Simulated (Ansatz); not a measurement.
FH4N2OTa can be A, `[NH]=[Ta]([NH2])([OH])[F]`, or B, `[NH2][Ta]([NH2])(=[O])[F]`.

Isolated molecules relaxed with PBE0-D4/def2-TZVP in Ansatz; ΔE leaves out vibrations. CCSD(T)/CBS adds triple-zeta CCSD(T) − MP2 to the extrapolated MP2 energy (def2 sets, frozen cores). DFT in def2-TZVPP. B3LYP here is the variant with VWN-RPA as its local correlation; programs differ in this. def2 core potentials past Kr. For Ta outer-core shells are correlated without core-valence functions, which leaves a few kJ/mol of doubt a bond. One conformer a species, not always the lowest.

(1) Which isomer does CCSD(T)/CBS put lower? Give the gap. (Estimate.)

(2) Give E(B) − E(A) in kcal/mol with BLYP-D4, B3LYP-D4, CCSD(T)/def2-SVP, B3LYP, CCSD/def2-TZVPP, HF/def2-TZVPP, PBE-D4. (Estimate.)

(3) Does the order hold for the free energy at 298.15 K (harmonic terms from PBE0-D4)? (Estimate.)

Largest T1 diagnostic: 0.020.

Answers

(1) Computed: B, by 12.1 kcal/mol.

(2) Computed: BLYP-D4 -14.4, B3LYP-D4 -13.2, CCSD(T)/def2-SVP -13.3, B3LYP -13.3, CCSD/def2-TZVPP -12.2, HF/def2-TZVPP -10.4, PBE-D4 -14.4. None reverses the order clearly.

(3) Computed: Yes: G(B) − G(A) = -11.5 kcal/mol, for one conformer each.

From r2SCAN to r2SCAN0 (25 % exact exchange), in def2-TZVPP and without D4, E(B) − E(A) moves by +1.3 kcal/mol. Leaving LDA and LC-ωPBE aside and taking each functional with its dispersion term where it has one, the values, not all of them listed here, spread over 3.0 kcal/mol, from revPBE-D4 to BHLYP-D4. LDA lies +1.5 kcal/mol from PBE without D4.
